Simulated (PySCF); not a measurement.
SiBr₂F, SMILES F[Si](Br)Br, multiplicity 2. Atoms are numbered in the order given.

```xyz
4

Si     0.4989     0.7222     0.0000
Br    -0.0548    -0.4152    -1.8475
Br    -0.0548    -0.4152     1.8475
F     -0.3502     2.1059     0.0000
```
Charge 0, spin multiplicity 2.

Geometry: B3LYP-D3(BJ)/def2-SVP.

These are TDA-PBE/def2-SVPD run with PySCF values and carry that method's errors.

Vertical excitations. The molecule is in vacuum.

**Question.** Estimate the UV-visible absorptions. (Estimate from the structure and the level; the computed values follow.)

**Answer.** 
```
state    energy (eV)  λ (nm)      f                                main pairs
-------  -----------  ------  -----  ----------------------------------------
root 1          2.89     428  0.000                         β HOMO→LUMO 100 %
root 2          3.15     394  0.008                        β HOMO−1→LUMO 99 %
root 3          3.44     360  0.001                        β HOMO−2→LUMO 99 %
root 4          3.74     332  0.009                        β HOMO−3→LUMO 95 %
root 5          4.62     268  0.039                          α HOMO→LUMO 93 %
root 6          4.92     252  0.009    α HOMO→LUMO+2 11 %, β HOMO−4→LUMO 85 %
root 7          5.12     242  0.020                        α HOMO→LUMO+1 97 %
root 8          5.40     229  0.144     α HOMO→LUMO+2 82 %, β HOMO−4→LUMO 8 %
root 9          5.90     210  0.007    α HOMO−1→LUMO 58 %, β HOMO→LUMO+1 37 %
root 10         6.14     202  0.000  α HOMO−2→LUMO 69 %, β HOMO−1→LUMO+1 25 %
```
Unrestricted roots are not spin-pure.
